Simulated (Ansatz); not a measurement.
Calculated with Ansatz (gas phase, PBE0-D4/def2-TZVP geometries, no zero-point term in ΔE). CCSD(T)/CBS is the MP2 limit (def2-TZVPP, def2-QZVPP) plus CCSD(T) − MP2 in def2-TZVPP, frozen cores. Functionals use def2-TZVPP. B3LYP here is the variant with VWN-RPA as its local correlation; programs differ in this. def2 core potentials past Kr. For Sn outer-core shells are correlated without core-valence functions, which leaves a few kJ/mol of doubt a bond. One conformer a species, not always the lowest.

`N[SiH2][SnH3]` + `O[SiH2]S` → `N[SiH2][SiH](O)S` + `[SnH4]`  (formal exchange of groups at the Si–Sn bond)

| level | ΔE (kJ/mol) |
| --- | --- |
| PBE0-D4 | 23.9 |
| ωB97X-V | 25.1 |
| ωB97M-V | 29.0 |
| PBE0 | 27.9 |
| B3LYP | 32.3 |
| HF/def2-TZVPP | 35.9 |
| MP2/CBS(def2) | 38.9 |
| CCSD/CBS(def2) | 35.4 |

(1) What does CCSD(T)/CBS give? (Best estimate.)

Largest T1 diagnostic among the species: 0.013.

Results:

(1) Computed: +33.4 kJ/mol. The listed levels differ from it by -9.5, -8.3, -4.4, -5.5, -1.1, 2.5, 5.5, 2.0 kJ/mol.

The D4 term adds −6.9 kJ/mol with B3LYP and −4.0 kJ/mol with PBE0; it sums over pairs of atoms, weighted by their polarisabilities, and B3LYP, whose exchange is more repulsive, gets the larger term.
